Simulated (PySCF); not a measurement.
CH$_{3}$AlF$_{2}$ (SMILES [CH3][Al]([F])[F]), singlet, at a GFN2-xTB geometry (such geometries of metal compounds can be far from the true shape). Base run: WB97X/6-31G, TDA run with PySCF.

Input for PySCF:
```python
from pyscf import gto, scf, dft, tdscf

mol = gto.Mole()
mol.atom = '''
    Al    0.05217664    0.03971824    0.00262678
    C    -1.51431290   -1.15692451   -0.07214902
    H    -1.31798944   -2.02576176   -0.70046119
    H    -2.37984762   -0.63162288   -0.47364911
    H    -1.76906034   -1.53577396    0.91759081
    F     0.01953971    1.60538795   -0.51689114
    F     1.52206902   -0.42556922    0.58969842
'''
mol.basis = '6-31g'
mol.verbose = 3
mol.build()

mf = dft.RKS(mol)
mf.xc = 'wb97x'
mf.kernel()
td = mf.TDA()
td.nstates = 5
td.kernel()
td.analyze()
```

The base run was repeated with changes; each row names its change, and settings that it needs were set with it.

| change | first excitation (eV) | oscillator strength of the first | second (eV) | core-seconds (rough) |
|---|---|---|---|---|
| base | 7.94 | 0.058 | 8.43 | 40 |
| functional = blyp | (withheld) | (withheld) | (withheld) | 20 |
| functional = camb3lyp | (withheld) | (withheld) | (withheld) | 40 |
| nstates = 10 | 7.94 | 0.058 | 8.43 | 50 |
| response = full linear response | 7.92 | 0.050 | 8.35 | 80 |
| functional = hf | 8.93 | 0.094 | 9.09 | 4 |
| functional = lc_wpbe | (withheld) | 0.058 | (withheld) | 50 |
| conv_tol = 1e-3 | 7.94 | 0.058 | 8.43 | 30 |
| nstates = 2 | 7.94 | 0.058 | 8.43 | 40 |
| states = triplets | 7.15 | - | 7.49 | 40 |
| functional = bhandhlyp | 7.99 | 0.069 | 8.37 | 30 |

Question: Fill in the missing entries.

Answer: 
- functional = blyp, first excitation (eV): 6.85
- functional = blyp, oscillator strength of the first: 0.039
- functional = blyp, second (eV): 7.24
- functional = camb3lyp, first excitation (eV): 7.64
- functional = camb3lyp, oscillator strength of the first: 0.055
- functional = camb3lyp, second (eV): 8.08
- functional = lc_wpbe, first excitation (eV): 8.06
- functional = lc_wpbe, second (eV): 8.60

An iterative solver can miss low states, so a row lists the states that it found.
